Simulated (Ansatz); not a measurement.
Two isomers of CH7NOSi2: A = `N=C([SiH3])O[SiH3]`, B = `[SiH3]N[SiH]1CO1`.

Program: Ansatz. Geometries: PBE0-D4/def2-TZVP. ΔE: electronic, gas phase. CCSD(T)/CBS adds triple-zeta CCSD(T) − MP2 to the extrapolated MP2 energy (def2 sets, frozen cores). Functionals use def2-TZVPP. B3LYP here is the variant with VWN-RPA as its local correlation; programs differ in this. Each species was taken in one conformer, which may not be the lowest.

A:

```xyz
12

N     1.038   -0.685    0.731
C     0.326   -0.178   -0.184
Si    0.629   -0.196   -2.060
O    -0.802    0.467    0.166
Si   -1.181    0.548    1.813
H     1.866   -1.149    0.372
H     0.743    1.198   -2.554
H    -0.502   -0.879   -2.735
H     1.895   -0.934   -2.298
H    -1.407   -0.799    2.383
H    -2.452    1.311    1.797
H    -0.152    1.296    2.569
```

B:

```xyz
12

Si    0.947    2.054    0.183
N     0.712    0.338    0.114
Si   -0.745   -0.536    0.025
C    -0.873   -2.260   -0.474
O    -0.952   -1.871    0.969
H    -0.398    2.679    0.148
H     1.656    2.450    1.428
H     1.751    2.535   -0.972
H     1.550   -0.226    0.170
H    -1.860    0.423   -0.075
H     0.005   -2.869   -0.684
H    -1.794   -2.716   -0.833
```

Which isomer does CCSD(T)/CBS put lower? Give the gap. (Best estimate.)

Ansatz gave: B, by 70.9 kJ/mol.

Give E(B) − E(A) in kJ/mol with r2SCAN-D4, B3LYP-D4, MP2/def2-TZVPP, PBE0-D4, HF/def2-TZVPP, PBE-D4, ωB97M-V. (Best estimate.)

Ansatz gave: r2SCAN-D4 -68.3, B3LYP-D4 -55.0, MP2/def2-TZVPP -76.3, PBE0-D4 -67.9, HF/def2-TZVPP -48.3, PBE-D4 -58.6, ωB97M-V -68.5. None reverses the order clearly.

Largest T1 diagnostic: 0.014.

From PBE to PBE0 (25 % exact exchange), in def2-TZVPP and without D4, E(B) − E(A) moves by −9.3 kJ/mol. In def2-TZVPP, CCSD(T) changes the Hartree–Fock value by −14.9 kJ/mol (the triples alone add +2.6 kJ/mol) and MP2 by −28.0 kJ/mol.
